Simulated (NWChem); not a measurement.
SiH2O2BrCl; SMILES [Si](O)(Br)(Cl)O

```xyz
7

O     -1.2357    -0.9992     1.3788
Si    -0.4179    -0.5870     0.0041
O     -1.4119    -0.8244    -1.3031
Cl     1.2512    -1.7861    -0.0411
Br     0.2573     1.5470     0.0198
H     -2.1124    -0.5845     1.4711
H     -1.1319    -0.3904    -2.1288
```
Atoms are numbered in this order, from 1.

Program: NWChem. Medium grid unless said otherwise, to which SCAN and Minnesota functionals are sensitive. The geometry was optimised at PBE-D3(BJ)/def2-SVP. Hybrids' shares of exact exchange are those that their runs print; pure functionals count as 0. The functionals differ in more than this share.

```
row               share of exact exchange  highest occupied level (eV)
----------------  -----------------------  ---------------------------
PBE/def2-SVP                         0.00                        -7.14
r2SCAN/def2-SVP                      0.00                        -7.61
TPSSh/def2-SVP                       0.10                        -7.89
B3LYP/def2-SVP                       0.20                        -8.23
r2SCAN0/def2-SVP                     0.25                        -8.89
M06/def2-SVP                         0.27                     withheld
```

Task: Fit a straight line of the last column on the one before it, predict the withheld value, and compare with the run.

Result: 
1. Means of the 5 shown rows: x = 0.110, y = -7.952. Slope Σ(x − x̄)(y − ȳ)/Σ(x − x̄)² = -0.2839/0.05200 = -5.460; intercept -7.351.
2. The shown rows scatter about the line by 0.194 (root mean square); the largest residual is -0.26, at r2SCAN/def2-SVP.
3. At x = 0.27 (M06/def2-SVP; beyond the shown range) the line gives -8.83.
4. The run gives -8.61, +0.22 from the line, 1.1 times the scatter.
